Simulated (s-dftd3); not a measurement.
ethylenediamine (C2H8N2), singlet, at a GFN2-xTB geometry; D3(op) for tpss run with s-dftd3 1.4.0.

s-dftd3 was given this input:
```
$ s-dftd3 mol.xyz --op tpss --json dftd3.json --noedisp --grad

# file mol.xyz
12

N      1.80389178     0.38626777    -0.22442841
C      0.55694421     0.17700189     0.49221348
C     -0.55492179    -0.18446869    -0.49175578
N     -1.75934788    -0.55072401     0.23450925
H      2.55231782     0.59994733     0.42532920
H      1.71475544     1.17096056    -0.86238442
H      0.23886758     1.05364064     1.08495630
H      0.69696335    -0.65910161     1.18080159
H     -0.23414157    -1.04963774    -1.07605929
H     -0.70278446     0.65914184    -1.18994644
H     -2.49325710    -0.81799969    -0.41196303
H     -2.09666295     0.23904307     0.77595401
```

Output, abridged:

```
-----------------------------------
 s i m p l e   D F T - D 3  v1.4.0
-----------------------------------

Optimized power damping: tpss-D3(op)
--------------------
   s6        1.0000
   s8        0.5158
   s9        0.0000
   a1        0.5750
   a1        3.0000
  alp       14.0000
 beta        8.0000
--------------------

Dispersion energy:      -3.8239092708953E-03 Eh

Gradient norm:           7.1918779594127E-04 Eh/a0
--------------------------------------------------
     #    Z           dE/dx      dE/dy      dE/dz
--------------------------------------------------
     1    7 N    -2.569E-04 -6.169E-05 -1.918E-05
     2    6 C    -1.563E-04  5.133E-06 -9.739E-05
     3    6 C     1.294E-04  9.409E-05  9.131E-05
     4    7 N     2.523E-04  7.853E-05  1.815E-05
     5    1 H    -6.271E-05 -7.851E-07  1.030E-04
     6    1 H    -1.598E-04 -3.574E-06  7.089E-05
     7    1 H     3.981E-05 -1.430E-04 -2.609E-04
     8    1 H     2.229E-05  2.779E-05 -1.344E-04
     9    1 H    -3.738E-05  2.790E-05  1.310E-04
    10    1 H     2.947E-05 -1.128E-04  2.766E-04
    11    1 H     5.774E-05  1.915E-05 -1.041E-04
    12    1 H     1.420E-04  6.923E-05 -7.491E-05
--------------------------------------------------

Virial:
--------------------------------------------------
      component           x          y          z
--------------------------------------------------
          x      -3.645E-03 -8.350E-04  4.695E-04
          y      -8.350E-04 -6.801E-04  3.598E-05
          z       4.695E-04  3.598E-05 -1.944E-03
--------------------------------------------------

[Info] JSON dump of results written to 'dftd3.json'
```
